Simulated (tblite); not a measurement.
Input of a run (GFN2-xTB geometry optimisation, gas phase (tblite 0.8.0)), started from a force field or distance geometry:
```
{"job": {"kind": "relax", "xc": "GFN2-xTB", "basis": "xTB"}, "charge": 0, "multiplicity": 1}
C      1.590800    -0.341900    -1.950900
P      0.709000    -0.588100    -0.344500
C      0.843200     0.840200     0.800000
P      2.609600     1.424400     0.759000
C     -0.930900    -1.385500    -0.454800
C     -1.901000    -1.068900     0.629400
P     -2.310600     0.733200     0.799500
H      1.975500     0.698300    -2.079000
H      2.475800    -1.039800    -1.943600
H      0.925400    -0.560100    -2.811300
H      0.582900     0.563400     1.843300
H      0.168400     1.670200     0.474500
H      3.362000     0.995900     1.925100
H      2.763100     2.799900     0.417500
H     -1.429400    -1.188400    -1.435100
H     -0.774800    -2.499500    -0.404600
H     -1.593400    -1.475700     1.616300
H     -2.871900    -1.568400     0.355000
H     -2.994300     0.956800     2.089100
H     -3.204400     1.044600    -0.288000
```

Output (eV, eV/Å):
```
step      E/eV     max force
  0    -614.82441    4.207
  1    -615.58323    3.260
  2    -616.52452    2.551
  3    -616.77695    1.589
  4    -617.06591    0.947
  5    -617.18816    1.112
  6    -617.31420    0.898
  7    -617.39044    0.535
  8    -617.44663    0.602
  9    -617.50357    0.735
 10    -617.58428    0.635
 11    -617.63936    0.610
 12    -617.68273    0.485
 13    -617.72618    0.661
 14    -617.76031    0.653
 15    -617.79132    0.471
 16    -617.81345    0.255
 17    -617.82682    0.285
 18    -617.84005    0.292
 19    -617.85664    0.265
 20    -617.87078    0.255
 21    -617.87956    0.152
 22    -617.88470    0.174
 23    -617.88917    0.173
 24    -617.89557    0.176
 25    -617.90305    0.207
 26    -617.91004    0.168
 27    -617.91660    0.188
 28    -617.92489    0.199
 29    -617.93667    0.229
 30    -617.95015    0.290
 31    -617.96211    0.279
 32    -617.97225    0.225
 33    -617.98178    0.214
 34    -617.99222    0.277
 35    -618.00120    0.226
 36    -618.00698    0.213
 37    -618.01167    0.204
 38    -618.01657    0.133
 39    -618.02083    0.125
 40    -618.02423    0.116
 41    -618.02707    0.141
 42    -618.03061    0.145
 43    -618.03471    0.141
 44    -618.03844    0.152
 45    -618.04125    0.106
 46    -618.04379    0.126
 47    -618.04686    0.123
 48    -618.05038    0.167
 49    -618.05368    0.176
 50    -618.05630    0.120
 51    -618.05825    0.106
 52    -618.05976    0.094
 53    -618.06125    0.103
 54    -618.06293    0.113
 55    -618.06497    0.125
 56    -618.06717    0.121
 57    -618.06911    0.114
 58    -618.07093    0.106
 59    -618.07328    0.146
 60    -618.07618    0.162
 61    -618.07934    0.176
 62    -618.08189    0.178
 63    -618.08426    0.158
 64    -618.08670    0.176
 65    -618.09098    0.174
 66    -618.09471    0.142
 67    -618.09829    0.135
 68    -618.10145    0.146
 69    -618.10446    0.129
 70    -618.10711    0.178
 71    -618.10947    0.155
 72    -618.11172    0.083
 73    -618.11350    0.081
 74    -618.11457    0.116
 75    -618.11677    0.159
 76    -618.11932    0.165
 77    -618.12292    0.143
 78    -618.12633    0.132
 79    -618.12882    0.102
 80    -618.12843    0.198
 81    -618.13105    0.082
 82    -618.13201    0.083
 83    -618.13476    0.071
 84    -618.13575    0.082
 85    -618.13718    0.073
 86    -618.13834    0.065
 87    -618.13945    0.064
 88    -618.14038    0.061
 89    -618.14112    0.060
 90    -618.14172    0.051
 91    -618.14236    0.067
 92    -618.14322    0.091
 93    -618.14438    0.105
 94    -618.14568    0.102
 95    -618.14664    0.079
 96    -618.14750    0.062
 97    -618.14814    0.066
 98    -618.14879    0.075
 99    -618.14946    0.067
100    -618.15007    0.052
101    -618.15056    0.039
102    -618.15096    0.046
103    -618.15129    0.043
104    -618.15163    0.045
105    -618.15199    0.041
106    -618.15233    0.043
107    -618.15259    0.037
108    -618.15280    0.034
109    -618.15302    0.038
110    -618.15330    0.040
111    -618.15363    0.045
112    -618.15394    0.033
113    -618.15413    0.027
114    -618.15425    0.027
115    -618.15436    0.027
116    -618.15450    0.028
117    -618.15464    0.030
118    -618.15476    0.024
119    -618.15483    0.024
120    -618.15489    0.022
121    -618.15496    0.019
122    -618.15504    0.023
123    -618.15512    0.024
124    -618.15521    0.023
125    -618.15531    0.021
126    -618.15544    0.028
127    -618.15558    0.029
128    -618.15570    0.022
129    -618.15579    0.018
130    -618.15585    0.015
131    -618.15590    0.016
132    -618.15594    0.016
133    -618.15599    0.017
134    -618.15603    0.022
135    -618.15609    0.022
136    -618.15615    0.020
137    -618.15622    0.024
138    -618.15632    0.026
139    -618.15643    0.022
140    -618.15654    0.023
141    -618.15666    0.027
142    -618.15681    0.029
143    -618.15700    0.031
144    -618.15725    0.031
145    -618.15747    0.036
146    -618.15764    0.030
147    -618.15779    0.031
148    -618.15791    0.035
149    -618.15806    0.030
150    -618.15820    0.026
151    -618.15828    0.022
152    -618.15838    0.029
153    -618.15853    0.043
154    -618.15872    0.061
155    -618.15913    0.060
156    -618.15932    0.122
157    -618.15962    0.082
158    -618.16051    0.067
159    -618.16083    0.108
160    -618.16143    0.048
161    -618.16179    0.120
162    -618.16273    0.081
163    -618.16334    0.043
164    -618.16420    0.080
165    -618.16456    0.082
166    -618.16493    0.055
167    -618.16560    0.043
168    -618.16594    0.037
169    -618.16637    0.041
170    -618.16664    0.038
171    -618.16692    0.047
172    -618.16730    0.053
173    -618.16784    0.058
174    -618.16847    0.078
175    -618.16928    0.088
176    -618.17035    0.090
177    -618.17224    0.099
178    -618.17500    0.127
179    -618.17850    0.209
180    -618.18041    0.249
181    -618.18693    0.190
182    -618.19164    0.176
183    -618.19690    0.212
184    -618.19762    0.279
185    -618.19675    0.292
186    -618.20323    0.108
187    -618.20541    0.134
188    -618.20879    0.176
189    -618.21326    0.213
190    -618.21669    0.158
191    -618.22015    0.187
192    -618.22288    0.112
193    -618.22444    0.173
194    -618.22619    0.080
195    -618.22782    0.069
196    -618.23001    0.076
197    -618.23171    0.085
198    -618.23273    0.057
199    -618.23345    0.061
200    -618.23412    0.075
201    -618.23487    0.080
202    -618.23573    0.072
203    -618.23664    0.058
204    -618.23729    0.082
205    -618.23815    0.075
206    -618.23906    0.067
207    -618.24005    0.074
208    -618.24102    0.067
209    -618.24167    0.070
210    -618.24213    0.046
211    -618.24250    0.043
212    -618.24281    0.036
213    -618.24303    0.025
214    -618.24321    0.033
215    -618.24344    0.036
216    -618.24379    0.040
217    -618.24421    0.045
218    -618.24456    0.040
219    -618.24484    0.045
220    -618.24516    0.045
221    -618.24564    0.055
222    -618.24625    0.049
223    -618.24686    0.054
224    -618.24731    0.044
225    -618.24761    0.052
226    -618.24788    0.046
227    -618.24813    0.034
228    -618.24833    0.029
229    -618.24852    0.027
230    -618.24874    0.030
231    -618.24901    0.036
232    -618.24926    0.040
233    -618.24947    0.034
234    -618.24964    0.027
235    -618.24979    0.033
236    -618.24991    0.029
237    -618.24999    0.016
238    -618.25004    0.012
239    -618.25007    0.011
240    -618.25011    0.014
241    -618.25014    0.011
242    -618.25017    0.014
243    -618.25020    0.014
244    -618.25024    0.015
245    -618.25028    0.016
246    -618.25034    0.018
247    -618.25042    0.025
248    -618.25053    0.028
249    -618.25067    0.028
250    -618.25084    0.026
251    -618.25101    0.023
252    -618.25115    0.024
253    -618.25127    0.026
254    -618.25139    0.029
255    -618.25151    0.021
256    -618.25162    0.019
257    -618.25173    0.024
258    -618.25184    0.022
259    -618.25193    0.021
260    -618.25201    0.022
261    -618.25208    0.020
262    -618.25214    0.019
263    -618.25218    0.016
264    -618.25222    0.014
265    -618.25224    0.009
```

Summarise the run.

The energy falls by 330.7 kJ/mol over 265 L-BFGS steps, the largest force on an atom goes from 4.21 to 0.009 eV/Å, and the atoms move by 1.246 Å rms after alignment. The bond that changes most is P7–H19 (phosphine phosphorus to P–H hydrogen), which shortens by 0.081 Å. Bonds longer at the end by more than 0.005 Å: 3 of 19; shorter: 13. Among the angles that change most is H13–P4–H14, from 114.9° to 92.4°. Among the dihedrals that turn most is C3–P2–C5–H15, from 109° to 15°. The energy rose by more than 1e-5 eV at steps 80 and 185. The first step brought 22 % of the lowering.

What are the final bond lengths?

C1–P2 1.848 Å, P2–C3 1.858 Å, C3–P4 1.861 Å, P2–C5 1.869 Å, C5–C6 1.524 Å, C6–P7 1.855 Å, C1–H8 1.090 Å, C1–H9 1.089 Å, C1–H10 1.089 Å, C3–H11 1.093 Å, C3–H12 1.095 Å, P4–H13 1.391 Å, P4–H14 1.395 Å, C5–H15 1.094 Å, C5–H16 1.093 Å, C6–H17 1.095 Å, C6–H18 1.093 Å, P7–H19 1.396 Å, P7–H20 1.399 Å. Numbering counts from 1 in the input's order; the species is `PCCP(CP)C`.

Its GFN2-xTB frequencies are all real (lowest 42 cm⁻¹). The numbers are those of one conformer. 3 starts were optimised and ended at 0.00, 1.96 and 2.07 kcal/mol (GFN2-xTB); the lowest of these is shown.

All values are computed, not measured.
